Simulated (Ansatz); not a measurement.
Geometry optimisation, Ansatz, RKS PBE0/6-31G*.

Input file:

```yaml
crystal:
  periodic: [false, false, false]
  atoms:
    - { symbol: Si, position_ang: [-0.395794, -0.512606, 0.228556] }
    - { symbol: H, position_ang: [0.960356, -1.027617, -2.08192] }
    - { symbol: O, position_ang: [-0.87714, -1.943339, -0.022001] }
    - { symbol: H, position_ang: [0.535743, -1.465676, -1.746396] }
    - { symbol: C, position_ang: [1.116342, -0.080662, 1.238993] }
    - { symbol: C, position_ang: [-1.263106, 1.014538, -0.41035] }
    - { symbol: H, position_ang: [1.63368, 0.801356, 0.844166] }
    - { symbol: H, position_ang: [0.818048, 0.142934, 2.272319] }
    - { symbol: H, position_ang: [1.808514, -0.927162, 1.269706] }
    - { symbol: H, position_ang: [-2.009377, 0.745287, -1.162987] }
    - { symbol: H, position_ang: [-1.777722, 1.526656, 0.413762] }
    - { symbol: H, position_ang: [-0.549544, 1.726192, -0.843649] }
basis:
  gaussian: { orbitals: "6-31G*" }
hamiltonian:
  xc: pbe0
relax:
  f_tol: 0.03
  max_steps: 50
```

Command:

```bash
$ ansatz run input.yaml --threads 2 --pin off --max-ram 3072MiB --backend cpu --events-out ev --progress --plain --runs-dir out
```

Task: Where does it end, and by what steps?

Result: It converged. The force dipped under the threshold on the way, but the program's further checks kept it going. After 39 steps the energy has fallen by 0.200 eV; H2 moved furthest, 2.40 Å.

| step | energy less start (eV) | largest force component (eV/Å) | accepted |
| --- | --- | --- | --- |
| 0 | 0.0000 | 1.462 | yes |
| 2 | -0.1496 | 0.088 | yes |
| 4 | -0.1573 | 0.038 | yes |
| 6 | -0.1584 | 0.032 | yes |
| 8 | -0.1596 | 0.352 | no |
| 10 | -0.1628 | 0.222 | yes |
| 12 | -0.1670 | 0.099 | yes |
| 14 | -0.1697 | 0.037 | yes |
| 16 | -0.1722 | 0.161 | yes |
| 18 | -0.1774 | 0.301 | yes |
| 20 | -0.1777 | 0.403 | no |
| 22 | -0.1847 | 0.166 | yes |
| 24 | -0.1889 | 0.185 | yes |
| 26 | -0.1923 | 0.166 | yes |
| 28 | -0.1955 | 0.159 | yes |
| 30 | -0.1976 | 0.033 | yes |
| 32 | -0.1979 | 0.176 | yes |
| 34 | -0.1990 | 0.066 | yes |
| 36 | -0.1997 | 0.029 | yes |
| 38 | -0.2001 | 0.047 | yes |
| 39 | -0.2002 | 0.029 | yes |

```xyz
12
Properties=species:S:1:pos:R:3
Si -0.022 0.012 0.039
H 0.931 -3.049 -3.368
O 0.269 -1.010 -1.065
H 0.773 -2.565 -2.821
C 0.978 0.163 1.610
C -1.408 1.263 -0.039
H 1.408 1.168 1.700
H 0.346 0.002 2.491
H 1.788 -0.570 1.618
H -2.073 1.042 -0.878
H -1.990 1.273 0.889
H -1.000 2.271 -0.178
```

Whether the end is a true minimum wasn't checked by a vibrational analysis.

The run took 64 s on 2 threads of Arm Neoverse V2, on a shared host, peak memory 0.16 GiB.
